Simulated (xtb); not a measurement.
xtb input:

```bash
xtb mol.xyz --gfn 2 --sp --chrg -1 --uhf 0
```
mol.xyz:
```
2

Be    -0.00000000    -0.00000000    -0.95051621
F      0.00000000     0.00000000     0.42245165
```

Task: Predict the final energy.

Result: -5.41391 Eh (GFN2-xTB).

This state (charge -1, singlet) is run at the relaxed geometry of the species with charge 0 and multiplicity 2.
